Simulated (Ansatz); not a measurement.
Basis sets compared for Cd₁₃H₃₀S₁₃. The state is a singlet with charge 0. Geometry r2SCAN-D4/def2-SVP. Ansatz on 11 threads of AMD EPYC 7R13 on a shared host and a whole NVIDIA H100 80GB HBM3; times are rough, and most runs start from earlier orbitals.

```xyz
56

Cd    2.525    0.905   -2.256
Cd   -2.031    2.438   -3.476
Cd   -0.583   -0.808   -5.266
Cd    1.036   -2.821   -1.806
Cd   -3.588   -0.790   -4.130
Cd    1.340    5.276    0.969
Cd    3.991    3.461    0.899
Cd    3.104   -1.097    1.203
Cd    1.163    2.779    3.615
Cd   -0.833    0.376    0.357
Cd   -2.681   -3.613    1.382
Cd   -0.904   -3.060    4.516
Cd    1.003   -4.647    2.475
S     0.284    1.264   -3.831
S     2.207    3.334   -1.108
S    -1.294    4.369   -1.655
S     1.292   -0.584   -0.555
S    -2.516    0.566   -1.634
S    -1.252   -2.362   -3.175
S    -0.346   -4.021    0.264
S    -4.043   -2.559   -0.768
S    -0.259    2.721    1.356
S     2.993    1.433    2.309
S     1.586   -2.121    3.194
S    -0.193    0.689    4.794
S    -1.702   -1.265    2.195
H     3.941    0.704   -3.157
H    -3.168    3.075   -4.553
H     0.130   -1.381   -6.682
H    -2.397    0.005   -5.157
H     2.138   -3.859   -2.554
H    -5.066   -1.435   -3.696
H     0.249    6.415    0.422
H     5.631    3.793    0.691
H     2.711    4.635    1.873
H     4.676   -1.706    1.098
H     1.251    4.079    4.692
H    -3.711   -4.612    2.276
H    -1.301   -2.214    5.900
H     2.065   -5.945    2.637
H    -0.717   -4.458    3.459
H     0.814    1.954   -4.867
H     2.970    4.009   -1.999
H     0.032    4.023   -1.533
H    -1.046    5.339   -2.568
H    -3.629    1.064   -1.048
H    -1.236   -3.524   -3.868
H    -0.457   -5.283   -0.209
H    -3.010   -2.577   -1.679
H    -4.559   -3.735   -1.200
H    -1.457    3.169    1.798
H     4.005    1.358    3.205
H     2.621   -2.453    4.001
H     0.541   -0.345    4.257
H     0.509    0.700    5.952
H    -2.826   -0.660    2.641
```

In the def2 sets Cd takes a core potential; there is no spin–orbit coupling. Single mean-field runs in def2-SVP, def2-TZVP are fitted with def2-universal-jkfit.

Binding counts from free atoms (Cd singlet, S triplet, H doublet) in the same basis, without a counterpoise term.

```tsv
level	functions	energy (Eh)	HOMO (eV)	LUMO (eV)	binding per atom (eV)	wall time
PBE-D4/def2-SVP	787	-7371.6122	-6.12	-2.87	2.21	6 s
PBE0-D4/def2-SVP	787	-7371.9827	-7.20	-2.17	2.21	7 s
```

Estimate the rows for PBE-D4/def2-TZVP (with forces), PBE0-D4/def2-TZVP.


| level | functions | energy (Eh) | HOMO (eV) | LUMO (eV) | binding per atom (eV) | wall time |
| --- | --- | --- | --- | --- | --- | --- |
| PBE-D4/def2-TZVP (with forces) | 1181 | -7373.9170 | -6.14 | -2.92 | 2.17 | 11 s |
| PBE0-D4/def2-TZVP | 1181 | -7374.2416 | -7.20 | -2.21 | 2.18 | 11 s |
